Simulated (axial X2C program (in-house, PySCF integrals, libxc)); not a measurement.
## Potential curves of SnC⁻, 2c

Computed with an in-house relativistic program for diatomic molecules. Two-component (2c) means X2C with spin–orbit coupling and atomic mean-field two-electron Coulomb and Gaunt terms. Basis: Sn dyall-acv3z [12s13p10d5f1g], C dyall-av3z [8s7p3d2f] (cores contracted in-house); Gaussian nuclei, density fitting, unrestricted open shells. Masses: Sn 119.902 u, C 12.000 u.

State: Ω = 1/2 (⟨Sz⟩ = 0.50, ⟨Lz⟩ = 0.00 at HF). Energies in kJ/mol from the lowest point of each curve. Fits are polynomials in 1 − R0/R over 0.85 to 1.23 times the lowest point R0.

```tsv
R (Å)	CCSD(T)
1.7945	43.44
1.8537	17.59
1.9128	4.15
1.9720	0.00
2.0410	3.50
2.1100	12.88
2.1988	29.73
```

Correlated methods: 9 electrons correlated (number of frozen shells: Sn 4 s, 3 p, 2 d; C 1 s), 293 virtual spin orbitals or spinors in MP2, 90 natural virtuals in coupled cluster.

One determinant describes the state; a PBE0 search over occupations chose it and may have missed a lower one. CCSD and (T) use frozen natural virtuals with an MP2 correction for the truncation; (T) itself is uncorrected, so its De runs slightly low. Other states lie close and PBE0, whose exact exchange favours high spin, may order them wrongly; the determinant shown need not be the ground state. The nearest other 2c determinant of the search, Ω = 3/2, lies 0.23 eV up at the distance of the search. The determinant is spin-polarised beyond a pure state at some levels (its spin-free form has ⟨S²⟩ too high), which makes Re and μ there less reliable. The T1 diagnostic is large, a sign of multireference character. With the outer-core shells frozen, correlated bond lengths of heavy atoms tend to come out a few hundredths of an ångström too long. Coupled cluster ran on the points near the minimum only. MP2 and coupled cluster on one determinant become unreliable at the stretched end.

(1) What are Re and ωe at the CCSD(T) level?

Answers

(1) At CCSD(T), 2c: Re = 1.976 Å, ωe ≈ 695 cm⁻¹; Be follows as 0.396 cm⁻¹.
